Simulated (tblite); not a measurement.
Isomers of C4H3Cl3FO (doublet state). Computed values, GFN2-xTB/tblite, gas phase, harmonic and unscaled. Errors from tens to a few hundred cm⁻¹ against measured bands are possible. One conformer each. Open shells enter through the occupations alone, without spin polarisation, and single modes of such species can be off by tens of per cent.

Electronic energies: GFN2-xTB at the same geometries; isomer energies are rough at this level and their order can be wrong.

```tsv
SMILES	electronic energy, lowest = 0 (kcal/mol)
O=C[C](CF)C(Cl)(Cl)Cl	0.0
[O]/C=C(\CF)C(Cl)(Cl)Cl	0.1
O/[C]=C(/CF)C(Cl)(Cl)Cl	17.0
```

Task: How do GFN2-xTB zero-point energies change the relative energies?

Result: 
| SMILES | ZPE (kcal/mol) | of it from modes above 1550 cm⁻¹ | electronic (kcal/mol) | with ZPE, lowest = 0 (kcal/mol) | lowest mode (cm⁻¹) | rings |
| --- | --- | --- | --- | --- | --- | --- |
| O=C[C](CF)C(Cl)(Cl)Cl | 37.7 | 14.6 | 0.0 | 0.0 | 15 | 0 |
| [O]/C=C(\CF)C(Cl)(Cl)Cl | 37.8 | 14.6 | 0.1 | 0.1 | 14 | 0 |
| O/[C]=C(/CF)C(Cl)(Cl)Cl | 37.8 | 15.5 | 17.0 | 17.1 | 29 | 0 |

The zero-point energies span 0.1 kcal/mol, from `O=C[C](CF)C(Cl)(Cl)Cl` to `O/[C]=C(/CF)C(Cl)(Cl)Cl`. The order is unchanged.
